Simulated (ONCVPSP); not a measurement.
**Al (Z = 13): one change to an ONCV potential, before and after**

- Element: aluminium
- Generator: ONCVPSP 4.0.1
- Type: optimised norm-conserving Vanderbilt (ONCV)
- Functional: PBE
- Relativity: scalar-relativistic
- Frozen core: [Ne]
- Valence charge: 3
- Reference configuration: 3s1.5 3p1.5
- Partial waves: 3s: rc 1.75 bohr, ncon 4, nbas 8, qcut 4.8 1/bohr, local; 3p: rc 2.40 bohr, ncon 4, nbas 7, qcut 3.1 1/bohr, 2 projectors, debl 3.6 Ha; d scattering state at 0.26 Ha: rc 2.40 bohr, ncon 4, nbas 7, qcut 4.7 1/bohr, 3 projectors, debl 3.4 Ha
- Local potential: the s channel
- Core correction: Teter function, fcfact 1.5, rcfact 1.55

Change: p: rc 2.98.

Cutoffs: the cutoffs (Ha) at which the residual kinetic energy of the hardest occupied pseudo-wave falls to 1 and 0.1 mHa per electron; they do not see the model core or the augmentation charge, which bear on the density cutoff. Errors are all-electron minus pseudo energies relative to the spin-unpolarised reference configuration.

Q: Predict the effect on cutoff, ghosts and configuration errors.

A: The potential gets neither clearly harder nor softer (5.9 Ha and 7.7 Ha → 5.9 Ha and 7.7 Ha); of the 4 tests that both files solve, the error grows in 3 and shrinks in 1 by more than 15 % and 0.3 meV (median size 0.9 → 0.9 meV); neither file shows a bound ghost.

| quantity | base | changed |
| --- | --- | --- |
| cutoff, loose | 5.9 Ha | 5.9 Ha |
| cutoff, tight | 7.7 Ha | 7.7 Ha |
| loose cutoff by channel | s 5.9 Ha, p 2.1 Ha | s 5.9 Ha, p 2.1 Ha |
| bound ghosts | none | none |
| GHOST(+) flags under 300 eV | none | none |
| error for 3s2 3p1, meV [ΔE -2.55 eV] | +0.1 | +0.5 |
| error for 3s2 3p0, meV [ΔE 3.22 eV] | -0.6 | -1.1 |
| error for 3s1 3p0, meV [ΔE 22.44 eV] | -12 | -18 |
| error for 3s1 3p1, meV [ΔE 9.03 eV] | -1.1 | -0.7 |
| s: phases at 1.77 bohr within 0.05 rad from the reference energy up to (Ha; the scan ends near 5) | 2.5 | 2.5 |
| d: phases at 2.43 bohr within 0.05 rad from the reference energy up to (Ha; the scan ends near 5) | to the end of the scan | to the end of the scan |
| rms error of d²Exc/dni dnj with the model core, mHa | 0.20 | 0.23 |

Base: The cutoffs count occupied waves only; projector 3 of the d channel, the hardest unoccupied one, needs 41 Ha at the loose tolerance. Changed file: The cutoffs count occupied waves only; projector 3 of the d channel, the hardest unoccupied one, needs 41 Ha at the loose tolerance.
